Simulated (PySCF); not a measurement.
Assigning NMR signals

Structure with atom numbers: `[CH3:1][N:2]([CH3:3])[c:4]1[p:5][cH:6][p:7][c:8]([SiH3:9])[p:10]1` (H(Xn): hydrogen on atom n).

PySCF 2.14 calculation with coordinates at the GFN2-xTB level and PBE0/pcSseg-1 with gauge-including orbitals; relativity neglected, no solvent model, one averaged value for each set of equivalent atoms, single conformer.

References, each an isolated molecule treated in the same way: ¹³C (σ = 186.93 ppm) and ¹H (σ = 31.72 ppm) vs TMS.

Task: Assign these signals to the numbered atoms. ¹³C{¹H} NMR (computed): δ 201.7 (C), 195.5 (C), 187.8 (CH), 46.4 (CH3).

Result: 
201.7 → C4, aromatic carbon bearing nitrogen: σ withdrawal by the attached heteroatom moves it downfield of the ring CH carbons
195.5 → C8, substituted aromatic carbon
187.8 → C6, aromatic CH
46.4 → C1/C3, methyl carbon bonded to N: the inductive effect lowers its shielding

Task: Assign these signals to the numbered atoms. ¹H NMR (400 MHz, computed): δ 10.82 (m, 1H), 5.01 (m, 3H), 3.54 (s, 6H).

Result: 
| δ (ppm) | atoms | environment | reason |
| --- | --- | --- | --- |
| 10.82 | H(C6) | hydrogen on an aromatic CH | the ring current deshields protons in the ring plane |
| 5.01 | H(Si9) | hydrogen on a silicon bonded to C | – |
| 3.54 | H(C1)/H(C3) | hydrogen on a methyl carbon bonded to N | its carbon carries N, which withdraws density |

Splittings by ³¹P in the carbon and heteronuclear signals aren't shown, as no couplings were computed. Shifts are as computed. Against solution values, carbons near 30 ppm lie about +3 ppm off and those near 130 ppm about +5 ppm. Of 1211 compounds with measured shifts, 218 miss one by over three times the rms of a fit or turn the order of signals round; such compounds aren't used in these exercises. Multiplicities follow the n + 1 count of equivalent neighbours, as no J values were calculated; m marks all less simple cases, F and P coupling included.
